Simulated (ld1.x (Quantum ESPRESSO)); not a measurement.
# What one change does to a pseudopotential (H, ultrasoft)

```
Element                 : hydrogen (H)
Generator               : ld1.x (Quantum ESPRESSO) 7.5
Type                    : ultrasoft
Functional              : PBE
Relativity              : non-relativistic
Frozen core             : none
Valence charge          : 1
Reference configuration : 1s1
Partial waves           : 1s (bound): rcut 1.25, rcutus 1.60 bohr; 1s channel at 0.2 Ry: rcut 1.25, rcutus 1.60 bohr; 2p channel at -0.05 Ry: rcut 1.30, rcutus 1.50 bohr; 2p channel at 0.8 Ry: rcut 1.30, rcutus 1.50 bohr
Local potential         : all-electron potential smoothed inside 1.55 bohr (lloc = -1)
Core correction         : none
Augmentation charge     : built from norm-conserving waves at rcut, not smoothed further
```

Change: waves 1s (bound): rcut 1.18, rcutus 1.26 bohr; 1s channel at 0.2 Ry: rcut 1.18, rcutus 1.26 bohr.

Cutoffs: the cutoffs (Ry, on a coarse ladder) from which the occupation-weighted sum of valence levels, in a spherical-Bessel basis at the reference potential, stays within 10 and 1 mRy of its value at 400 Ry; they do not see the model core or the augmentation charge, which bear on the density cutoff. Errors are all-electron minus pseudo energies relative to the spin-unpolarised reference configuration.

Problem. Predict the effect on cutoff, ghosts and configuration errors.

Solution. The potential gets harder (10 Ry and 15 Ry → 15 Ry and 25 Ry); neither file shows a bound ghost. A smaller radius makes the pseudo-wave follow the all-electron one further in, where it bends more sharply, so more plane waves are needed.

```
                            quantity            base         changed
                       cutoff, loose           10 Ry           15 Ry
                       cutoff, tight           15 Ry           25 Ry
                        bound ghosts            none            none
   error for 1s0.5, meV [ΔE 4.76 eV]            +1.8            +1.6
lowest overlap eigenvalue by channel  s 0.96, p 0.99  s 0.98, p 0.99
```
